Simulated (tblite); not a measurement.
Species: C7H15BFN.
SMILES with atom numbers: `[CH2:1]=[C:2]([CH3:3])[C@@H:4]([BH2-:5][NH2+:6][CH3:7])/[CH:8]=[CH:9]/[F:10]` (hydrogens: H11, H12 on C1; H13, H14, H15 on C3; H16 on C4; H17, H18 on B5; H19, H20 on N6; H21, H22, H23 on C7; H24 on C8; H25 on C9)
Bond orders are those of one Lewis drawing.

Computed with GFN2-xTB (tblite), gas phase: L-BFGS steps from a force-field or distance-geometry start until the largest atomic force falls under 0.01 eV/Å.

At the end of the run (lengths in Å): B5–N6 1.630, C4–B5 1.658, C4–H16 1.095, C7–H23 1.088, C1–H11 1.078, C3–H13 1.087, C7–H22 1.088, B5–N6–C7 115.4°, C4–B5–N6 105.7°, C4–C8–C9 124.8°, B5–C4–C8 107.9°, C1–C2–C4–B5 -12°, C2–C4–B5–N6 74°, C4–B5–N6–C7 -179°, H13–C3–C2–C1 -6°, H19–N6–B5–C4 -56°.

Question: These geometries were met on the way; a selection of coordinates is given. Order them by energy above the end point, lowest first.
A. B5–N6 1.651, C4–B5 1.658, C4–H16 1.097, C7–H23 1.089, C1–H11 1.077, C3–H13 1.086, C7–H22 1.090, B5–N6–C7 111.7°, C4–B5–N6 112.1°, C4–C8–C9 126.1°, B5–C4–C8 113.0°, C1–C2–C4–B5 -20°, C2–C4–B5–N6 96°, C4–B5–N6–C7 165°, H13–C3–C2–C1 -37°, H19–N6–B5–C4 -73°
B. B5–N6 1.633, C4–B5 1.657, C4–H16 1.098, C7–H23 1.087, C1–H11 1.081, C3–H13 1.089, C7–H22 1.088, B5–N6–C7 115.4°, C4–B5–N6 109.3°, C4–C8–C9 126.1°, B5–C4–C8 111.3°, C1–C2–C4–B5 -23°, C2–C4–B5–N6 91°, C4–B5–N6–C7 167°, H13–C3–C2–C1 -33°, H19–N6–B5–C4 -69°
C. B5–N6 1.623, C4–B5 1.629, C4–H16 1.081, C7–H23 1.083, C1–H11 1.070, C3–H13 1.083, C7–H22 1.082, B5–N6–C7 102.0°, C4–B5–N6 113.2°, C4–C8–C9 118.6°, B5–C4–C8 114.5°, C1–C2–C4–B5 -13°, C2–C4–B5–N6 99°, C4–B5–N6–C7 158°, H13–C3–C2–C1 -40°, H19–N6–B5–C4 -84°
D. B5–N6 1.530, C4–B5 1.569, C4–H16 1.151, C7–H23 1.128, C1–H11 1.116, C3–H13 1.113, C7–H22 1.113, B5–N6–C7 104.0°, C4–B5–N6 114.7°, C4–C8–C9 116.1°, B5–C4–C8 115.2°, C1–C2–C4–B5 -14°, C2–C4–B5–N6 103°, C4–B5–N6–C7 158°, H13–C3–C2–C1 -40°, H19–N6–B5–C4 -90°
E. B5–N6 1.647, C4–B5 1.658, C4–H16 1.094, C7–H23 1.092, C1–H11 1.078, C3–H13 1.096, C7–H22 1.091, B5–N6–C7 104.6°, C4–B5–N6 111.1°, C4–C8–C9 122.9°, B5–C4–C8 114.1°, C1–C2–C4–B5 -17°, C2–C4–B5–N6 96°, C4–B5–N6–C7 162°, H13–C3–C2–C1 -37°, H19–N6–B5–C4 -76°

Answer: B (0.124 eV), A (0.208 eV), E (0.342 eV), C (0.604 eV), D (1.067 eV).

| step | E above end (eV) | rms distance from the end, all atoms (Å) | largest force (eV/Å) | rms shift of all bonds from the end (Å) |
| --- | --- | --- | --- | --- |
| 27 | 0.124 | 0.385 | 0.273 | 0.003 |
| 15 | 0.208 | 0.448 | 0.302 | 0.005 |
| 9 | 0.342 | 0.480 | 0.419 | 0.008 |
| 3 | 0.604 | 0.505 | 0.714 | 0.011 |
| 0 | 1.067 | 0.513 | 2.477 | 0.035 |

Rows stand in the order of the answer.
